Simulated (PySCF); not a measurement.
Species: C4H4F3N3.
Structure used (GFN2-xTB), in Å, numbered top down from 1:
```xyz
14
C4H4F3N3 angstrom
C      1.9552   -0.2868   -0.1930
C      0.7456    0.5311    0.0507
N      0.7892    1.8557    0.3075
N     -0.3885    2.3103    0.4782
N     -1.2548    1.3238    0.3453
C     -0.5928    0.1643    0.0717
C     -1.2687   -1.1393   -0.1373
F     -2.6030   -1.0273   -0.0191
F     -0.8773   -2.0697    0.7481
F     -1.0288   -1.6546   -1.3539
H      2.0300   -1.0843    0.5446
H      1.9132   -0.7405   -1.1819
H      2.8303    0.3520   -0.1249
H     -2.2502    1.4647    0.4418
```

Definitions: NICS(0) = −σiso at the ring centroid; NICS(1) = −σiso and NICS(1)zz = −σzz at ±1 Å along the ring normal z. Level: GIAO PBE0/pcSseg-1 (PySCF, non-relativistic, gas phase) on the GFN2-xTB geometry, one conformer.

Ring bond lengths (Å), with Mayer bond orders in brackets: C2–N3 1.350 (1.34), N3–N4 1.274 (1.48), N4–N5 1.320 (1.22), N5–C6 1.363 (1.05), C6–C2 1.388 (1.37).

Problem. Give the NICS values of each ring in ppm.

Solution. 
```json
{"ring": "C2–N3–N4–N5–C6", "type": "5-membered ring with 3 N; formal bonds all aromatic", "NICS(0)": "-13.1", "NICS(1), two faces": "-13.2 / -13.2", "NICS(1)zz, two faces": "-32.6 / -32.5", "rms pucker (Å)": "0.00", "centre to ring atoms, mean (Å)": "1.14"}
```

Problem. What can be read from them?

Solution. 
- C2–N3–N4–N5–C6: mean NICS(1)zz -32.6 ppm, shielded. For a flat ring without four-coordinate atoms the NICS criterion counts such a value as aromatic.

Problem. And the bond-length index? HOMA = 1 − mean of α(R − Ropt)² over the ring bonds, with Krygowski's 1993 parameters (CC: Ropt 1.388 Å, α 257.7 Å⁻²; CN: Ropt 1.334 Å, α 93.52 Å⁻²; NN: Ropt 1.309 Å, α 130.33 Å⁻²).

Solution. 
- C2–N3–N4–N5–C6: HOMA 0.94; the largest term is that of N3–N4, α(R − Ropt)² = 0.16. The geometric and the magnetic index point the same way.

Problem. List the ring angles and the Hirshfeld charges of the ring atoms.

Solution. 
- C2–N3–N4–N5–C6: C2 106.7° (+0.031 e), N3 110.2° (-0.130 e), N4 109.1° (-0.070 e), N5 109.7° (-0.009 e), C6 104.3° (-0.023 e); sum 540.0° against 540° for a flat convex ring.

Problem. How shielded are the nuclei of the rings and their hydrogens (means over atoms taken as equivalent)?

Solution. 
```
atoms                  environment  σ isotropic (ppm)  principal values of the symmetric part, first atom (ppm)
   C2  substituted aromatic carbon               38.8                                        -28.3, 20.1, 124.6
   N3       pyridine-type nitrogen             -120.7                                     -348.9, -172.4, 159.2
   N4       pyridine-type nitrogen             -130.0                                     -412.1, -117.8, 139.9
   N5        pyrrole-type nitrogen               15.4                                       -140.2, 75.7, 110.7
   C6  substituted aromatic carbon               54.3                                        -11.2, 44.6, 129.7
  H14                 N–H hydrogen              20.43                                          16.1, 20.8, 24.4
```
